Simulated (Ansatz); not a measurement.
`C[SiH2]F` + `[SiH3]C#[C][GeH3]` → `F[SiH2]C#[C][GeH3]` + `C[SiH3]`  (redistribution)

Calculated with Ansatz (gas phase, PBE0-D4/def2-TZVP geometries, no zero-point term in ΔE). CCSD(T)/CBS adds triple-zeta CCSD(T) − MP2 to the extrapolated MP2 energy (def2 sets, frozen cores). This one scheme is used for every species. DFT in def2-TZVPP. B3LYP here is the variant with VWN-RPA as its local correlation; programs differ in this. For Ge outer-core shells are correlated without core-valence functions, which leaves a few kJ/mol of doubt a bond. Scalar relativity is left out up to krypton.

Problem. Is it downhill or uphill in electronic energy at CCSD(T)/CBS, and by how much? (Best estimate.)

Solution. Computed: Uphill: ΔE = +4.4 kJ/mol.

Problem. What do these levels give: BLYP-D4, B3LYP-D4, BHLYP-D4, PBE-QIDH, revPBE, r2SCAN0, MP2/def2-SVP, CCSD(T)/def2-TZVPP, HF/def2-QZVPP, MP2/def2-QZVPP, SCS-MP2/def2-QZVPP, CCSD/CBS(def2)? (Estimate.)

Solution. Computed: BLYP-D4 3.7, B3LYP-D4 4.2, BHLYP-D4 4.5, PBE-QIDH 4.5, revPBE 4.0, r2SCAN0 4.9, MP2/def2-SVP 3.3, CCSD(T)/def2-TZVPP 3.6, HF/def2-QZVPP 4.4, MP2/def2-QZVPP 4.2, SCS-MP2/def2-QZVPP 4.0, CCSD/CBS(def2) 4.6 kJ/mol.

Largest T1 diagnostic among the species: 0.013.

Leaving LDA and LC-ωPBE aside and taking each functional with its dispersion term where it has one, the values, not all of them listed here, spread over 1.2 kJ/mol, from revPBE-D4 to ωB97X-V.
